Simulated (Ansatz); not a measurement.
The same path of BClH$_{6}$OSi (10 atoms, charge 0, multiplicity 1) was run twice with different band settings. Lost on the way: B1–Cl2, H5–O6. Made: Cl2–H5.

These are results of RKS revPBE/6-31G* (Ansatz 0.2.0), not measurements.

Relaxed end points:

```xyz
10
Properties=species:S:1:pos:R:3
B -1.440 0.119 -0.305
Cl -1.738 -1.612 -0.931
H -2.351 0.539 0.367
H -0.959 0.853 -1.145
H -0.284 -0.916 1.245
O -0.165 -0.057 0.783
Si 1.431 0.214 0.096
H 2.373 -0.332 1.125
H 1.580 -0.498 -1.204
H 1.553 1.691 -0.030
```

```xyz
10
Properties=species:S:1:pos:R:3
B -1.258 0.993 -0.129
Cl -1.261 -3.068 0.467
H -2.403 0.618 -0.063
H -0.952 2.151 -0.307
H -0.942 -1.810 0.283
O -0.280 0.035 0.000
Si 1.426 0.239 -0.053
H 1.975 -0.273 1.241
H 1.940 -0.575 -1.199
H 1.754 1.690 -0.238
```

Common settings: movable images 5; climbing image yes; spring 5.0 eV/Å²; start path through a guess of the saddle point; force threshold 0.05 eV/Å; iteration limit 60; end points relaxed.

| run | optimiser |
| --- | --- |
| 1 | quadratic models (default) |
| 2 | fire |

Question: What does each run give, and how far can it be trusted?

Answer: Run 1: converged after 31 iterations, highest image 0.762 eV above the first end. A vibrational analysis at the climbing image gives one clearly imaginary mode, 969i cm⁻¹: a first-order saddle point.
Run 2: not converged after 60 iterations, highest image 0.778 eV above the first end. The band didn't meet its force threshold, so its energies are provisional: the largest band force was still 0.12 eV/Å, and over the last iterations the top stayed at 0.78 eV.
The orbitals stay closed-shell, which can raise the energy where a bond breaks towards radicals; this wasn't checked here.
